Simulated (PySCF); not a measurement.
**Orbital energies and ionisation energy**

Compound: C7H14Ge.
Cartesian coordinates in Å at the PBE0-D3(BJ)/def2-SVP level; atoms count from 1:
```xyz
22
C7H14Ge angstrom
C     -2.7366    0.5719    0.2308
C     -1.8942   -0.1130   -0.8617
C     -0.8826   -0.5548    0.2307
C      0.3486    0.3158    0.3277
C      1.4400    0.1522   -0.7592
C      2.7315    0.5000    0.0157
Ge     1.7763    0.0178    1.6799
C     -1.9617   -0.2337    1.2916
H     -2.5370    1.6521    0.2986
H     -3.8275    0.4346    0.1888
H     -1.5030    0.5157   -1.6770
H     -2.4159   -0.9721   -1.3103
H     -0.5778   -1.6138    0.1770
H      0.0574    1.3798    0.4013
H      1.2727    0.7463   -1.6747
H      1.4718   -0.9065   -1.0705
H      3.6418   -0.0355   -0.2857
H      2.9386    1.5815    0.0054
H      1.9370   -1.4609    2.0923
H      1.8905    0.9222    2.9251
H     -2.5079   -1.1339    1.6113
H     -1.6216    0.3017    2.1929
```

Level: B3LYP/def2-SVPD (PySCF). Frontier orbitals with their largest atomic shares (Löwdin; up to four atoms above 4 %):

```csv
orbital,ε (eV),main atoms
HOMO−3,-8.41,"C3 12 %, C8 10 %, C4 10 %, C2 9 %"
HOMO−2,-8.25,"C3 18 %, C8 16 %, C1 13 %, C2 11 %"
HOMO−1,-7.50,"C6 27 %, Ge7 19 %, C5 13 %, C4 7 %"
HOMO,-7.06,?
LUMO,0.05,"Ge7 31 %, C6 11 %, H20 10 %, H19 10 %"
LUMO+1,0.32,"Ge7 32 %, H20 11 %, H19 6 %, C6 6 %"
LUMO+2,0.63,"Ge7 17 %, H19 10 %, C2 7 %, H20 6 %"
```

What vertical ionisation energy does ΔSCF give, and how far is −ε(HOMO) from it?

ΔSCF: 8.95 eV (863 kJ/mol; threshold wavelength 139 nm); ⟨S²⟩ of the doublet left behind is 0.752, against 0.75 for a pure doublet. −ε(HOMO) is 7.06 eV, 1.89 eV below it. In exact Kohn–Sham theory the two would be equal; B3LYP (global hybrid, 20 % exact exchange) falls short of its own ΔSCF value by 21 %. Holes in the HOMO−1 and HOMO−2 were tried too where these lie within 1.2 eV of the HOMO; the lowest converged state counts.

On which atoms does the HOMO lie?

C4 (sp3 carbon bound to germanium) 28 %, Ge7 (germanium bonded to 2 C and 2 H) 20 %, C2 (four-membered-ring carbon) 10 %, C3 (four-membered-ring carbon) 10 %, so no atom holds as much as 40 %. The HOMO−1 lies 0.44 eV lower.

What total energies stand behind the ΔSCF value?

E(N) = -2351.72251 Eh and E(N − 1) = -2351.39365 Eh at the same geometry, 0.32886 Eh apart.

What kinetic energy would electrons from this vertical process carry with Lyman-α light (10.199 eV)?

10.20 − 8.95 = 1.25 eV.

With α = 112.0 au, estimate the like-pair dispersion coefficient by London's formula C6 = (3/4)α²I.

I = 0.3289 Eh, so C6 ≈ 3090 au, a rough estimate.

Shift the occupied levels rigidly so that −ε(HOMO) equals the ΔSCF value. What binding energies result?

The shift is +1.89 eV: HOMO 8.95, HOMO−1 9.39, HOMO−2 10.14, HOMO−3 10.30 eV. A rigid shift is only a rough guide to the deeper ionisations.

Geometry: PBE0-D3(BJ)/def2-SVP, one conformer, isolated molecule. The calculation is non-relativistic, for germanium too.
